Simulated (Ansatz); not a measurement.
Basis-set extrapolation for `C=C[Si@@H](O)[Si@@H](O)F` (PBE0-D4/def2-TZVP geometry, frozen core, Ansatz). Multiplicity 1, RHF reference.

```csv
,def2-TZVPP,def2-QZVPP
HF,-907.164792,-907.198982
MP2 correlation,-1.284778,-1.388953
CCSD(T) correlation,-1.379344,not run
```

Energies in hartree. Use E(X) = E(∞) + A·exp(−7.88·√X) for Hartree–Fock and E(X) = E(∞) + B·X^(−2.97) for correlation, with X = 3 and 4, and add CCSD(T) minus MP2 of the smaller set to the MP2 limit.

Task: What is the CCSD(T) energy at the basis-set limit?

Result: HF limit: -907.198982 + (-0.034190) × 0.13774 = -907.20369. MP2 limit: -1.388953 + (-0.104175) × 0.74074 = -1.46612. Higher-order term: -1.379344 − (-1.284778) = -0.09457. Total: -908.76438 hartree, 138.2 kcal/mol below CCSD(T)/def2-TZVPP.
